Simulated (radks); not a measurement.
Species: Mn IV. Configuration: [Ar] 3d4. Method: scalar-relativistic Kohn-Sham, PBEsol, spin-unpolarised, spherical densities, finite nucleus; Fermi nuclear charge, rms radius 3.7057 fm; computed with a radial shooting solver on a logarithmic mesh with Libxc functionals.

Normalised radial functions P(r) = r R(r), r in bohr:

| r | 2s | 2p |
|---|---|---|
| 0.002888 | 0.2091 | 0.0043 |
| 0.003672 | 0.2594 | 0.0068 |
| 0.004668 | 0.3201 | 0.0107 |
| 0.005934 | 0.3922 | 0.0167 |
| 0.007543 | 0.4760 | 0.0262 |
| 0.009589 | 0.5708 | 0.0408 |
| 0.01219 | 0.6738 | 0.0633 |
| 0.0155 | 0.7789 | 0.0974 |
| 0.0197 | 0.8755 | 0.1485 |
| 0.02504 | 0.9469 | 0.2236 |
| 0.03184 | 0.9692 | 0.3311 |
| 0.04047 | 0.9122 | 0.4802 |
| 0.05145 | 0.7424 | 0.6785 |
| 0.06541 | 0.4325 | 0.9278 |
| 0.08315 | -0.0251 | 1.2180 |
| 0.1049 | -0.5789 | 1.5108 |
| 0.1333 | -1.1866 | 1.7768 |
| 0.1695 | -1.6993 | 1.9369 |
| 0.2154 | -1.9713 | 1.9237 |
| 0.2739 | -1.9091 | 1.7048 |
| 0.3482 | -1.5370 | 1.3139 |
| 0.4426 | -1.0073 | 0.8537 |
| 0.5626 | -0.5202 | 0.4508 |
| 0.7153 | -0.2018 | 0.1842 |
| 0.9093 | -0.0553 | 0.0549 |
| 1.156 | -0.0099 | 0.0111 |
| 1.469 | -0.0010 | 0.0014 |
| 1.868 | -0.0001 | 0.0001 |
| 2.375 | 0.0000 | 0.0000 |
| 3.019 | 0.0000 | 0.0000 |
| 3.838 | 0.0000 | 0.0000 |

2s: eigenvalue -780.13 eV, 1 radial node at r = 0.0822 bohr, <r> = 0.280 bohr, 90 % of the charge inside 0.434 bohr. 2p: eigenvalue -666.77 eV, 0 radial nodes, <r> = 0.247 bohr, 90 % of the charge inside 0.405 bohr.
